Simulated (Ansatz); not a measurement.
Input file for Ansatz (a first-principles code): R-CCSD(T)/def2-TZVPPD on BaF2 (SMILES [F][Ba][F]), atoms moved off the minimum. Elements past Kr take the def2 small-core potentials; no spin–orbit coupling. Files ending in .json are basis or fitting sets from the Basis Set Exchange.

Ansatz 0.2 input:
```yaml
crystal:
  periodic: [false, false, false]
  atoms:
    - {symbol: Ba, position_ang: [0.23965679, -0.02088765, 0.03832688]}
    - {symbol: F, position_ang: [-1.18753525, 1.44203897, -1.17451856]}
    - {symbol: F, position_ang: [-0.39680222, -1.55201888, 1.37377583]}
basis:
  gaussian:
    orbitals: def2-TZVPPD.json
magnetization: {spin_polarized: false}
correlation: {method: ccsd_t, electrons: outside_noble_gas}
scf: {lower_state_search: off}
output: {forces: true}
```

The head of its log:

```
WARN ansatz: RAYON_NUM_THREADS=1 ignored (pool sized by the plan → 1); use --threads N
Functional definition: HF
these checks for a lower state are left out or cut short: starts, cluster_reference, orbital_swaps, neighbouring_geometries, increment
integrals: 0.18 GiB planned
769 factors; integrals over basis functions are off by at most 7.3e-4 eV
mean field: 0.21 GiB planned
mean field evaluation 1: about -6096.5504 eV, gradient 5.4e1 eV
mean field evaluation 2: about -6096.5575 eV, gradient 5.4e1 eV
mean field evaluation 4: about -6101.5176 eV, gradient 1.6e0 eV
mean field evaluation 8: about -6101.5262 eV, gradient 1.7e-1 eV
mean field -6101.52629200 eV, -224.2269554679 hartree, gradient 1.9e-6 eV, S^2 0.000000; 0 other end points of the search recorded, 0 dependent functions left out
6 core orbitals not correlated, not the lowest: weight in the atoms' cores, before any rotation towards them, 0.908 or more for the frozen orbitals, at most 0.137 for the correlated occupied ones
reference -6101.52629200 eV, -224.2269554679 hartree; 8, 8 occupied and 106, 106 virtual orbitals, 769 factors
densities: 0.78 GiB planned
```

### Question
What total energy does the run end on?

### Answer
-224.7965 hartree (reference determinant -224.2270, T1 diagnostic 0.016).
